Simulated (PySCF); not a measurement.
## Calculated properties of `[H]/N=C\[C@@H]1CC[C@@H]2C[C@@H]2C1`

C8H13N.
Atom-mapped SMILES: `[H]/[N:2]=[CH:3]\[C@@H:4]1[CH2:5][CH2:6][C@@H:7]2[CH2:8][C@@H:9]2[CH2:10]1` (hydrogens: H1 on N2; H11 on C3; H12 on C4; H13, H14 on C5; H15, H16 on C6; H17 on C7; H18, H19 on C8; H20 on C9; H21, H22 on C10)

Some functional groups and rings: imine and cyclopropane ring.

From GFN2-xTB geometry:

* Point group of the GFN2-xTB geometry: C1
* Rotational constants A, B, C of the GFN2-xTB geometry: 3.548, 1.091, 0.935 GHz

PBE0/pcSseg-1 ground state and GIAO shieldings, non-relativistic (PySCF):

* Dipole moment: 2.68 D
* HOMO energy: -7.10 eV
* LUMO energy: 0.21 eV
* HOMO–LUMO gap: 7.31 eV
* Lowest Hirshfeld atomic charge: -0.24 e on N2
* Highest Hirshfeld atomic charge: +0.10 e on H1
* 13C chemical shifts (computed TMS as zero) by class: 182.6 (C3), 53.3 (C4), 31.4 (C10), 26.3 (C6), 26.2 (C5), 13.4 (C7), 12.7 (C8), 10.8 (C9) ppm
* 1H chemical shifts (computed TMS as zero) by class: 10.48 (H1), 7.48 (H11), 2.09 (H16), 2.03 (H21), 1.83 (H15), 1.35 (H22), 1.35 (H14), 1.28 (H12), 0.96 (H20), 0.89 (H17), 0.87 (H13), 0.67 (H19), -0.17 (H18) ppm
* Isotropic shieldings of nuclei other than C and H, by class: -86 (N2) ppm
* Mayer bond orders between heavy atoms: N2–C3 2.07, C3–C4 0.99, C4–C5 0.97, C5–C6 1.05, C6–C7 1.03, C7–C8 0.94, C8–C9 0.93, C9–C10 1.02, C10–C4 0.98, C9–C7 0.94

Monoisotopic mass from the formula: 123.1048 u.

With B = h/(8π²I), that is 505.379 GHz u Å² over I, the principal moments of inertia are 142.4, 463.4 and 540.3 u Å² (most abundant isotopes). The dipole matches unit charges of opposite sign 0.56 Å apart (1 e·Å = 4.8032 D). The rotational constants make it an asymmetric top with κ = (2B − A − C)/(A − C) = -0.88, nearer the prolate limit (−1).

Geometry: GFN2-xTB, one conformer, isolated molecule.
